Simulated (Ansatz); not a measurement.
Question: Name a neutral molecule of B, F, Si and H with size of the dipole moment (PBE/def2-TZVPP) between 1.05 and 1.35 D and LUMO energy (ωB97M-V/def2-TZVPP) between -1.30 and -1.00 eV (Ansatz, PBE0-D4/def2-TZVP geometry).

Answer: `B[SiH](B)F` (1.27 D, -1.09 eV). Other molecules can fit too; these were computed, each in one conformer that needn't be the lowest.
